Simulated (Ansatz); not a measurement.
Ansatz results at the PBE0-D4/def2-TZVP geometry: LUMO energy (ωB97M-V/def2-TZVPP) 1.42 eV; HOMO–LUMO gap (PBE0/def2-TZVPP) 6.03 eV; HOMO–LUMO gap (B3LYP/def2-TZVPP) 5.65 eV.

**Question.** Which molecule gave them?
A. `BrC[SiH2]Br`
B. `[SiH3][C]1=[CH][GeH2]1`
C. `[SiH3]C#[C][GeH3]`
D. `N#CC(F)Br`

**Answer.** B. The others give `[SiH3]C#[C][GeH3]`: 1.54, 7.64, 7.21; `N#CC(F)Br`: 0.51, 7.43, 6.90; `BrC[SiH2]Br`: 1.27, 7.37, 6.89.

B3LYP here is the variant with VWN-RPA as its local correlation; programs differ in this.
